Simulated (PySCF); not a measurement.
TaOCl2, SMILES [O]=[Ta+]([Cl])[Cl], charge +1, multiplicity 1. Atoms are numbered in the order given.

```xyz
4

Ta     0.2135     0.2972     0.0000
O     -1.0337     1.4198     0.0000
Cl    -0.2151    -0.9722    -1.7797
Cl    -0.2151    -0.9722     1.7797
```
Charge +1, spin multiplicity 1.

Coordinates come from a PBE0-D3(BJ)/def2-SVP optimisation. The multiplicity is an assumed one; other spin states were not compared. The isomer is the one that the SMILES or the coordinates give; other isomers of the formula were not compared. The def2 effective core potentials stand for the cores of Ta; spin–orbit coupling is left out.

The numbers are results of r2SCAN/def2-TZVPD (PySCF), not measurements.

Mulliken values depend strongly on the basis, most of all with diffuse functions as here. ESP charges are fitted to the potential on shells at 1.4 to 2.0 van der Waals radii. Atomic charges (e):

| atom | Mulliken | ESP fit |
|---|---|---|
| Ta1 | 1.75 | 1.65 |
| O2 | -0.31 | -0.42 |
| Cl3 | -0.22 | -0.11 |
| Cl4 | -0.22 | -0.11 |
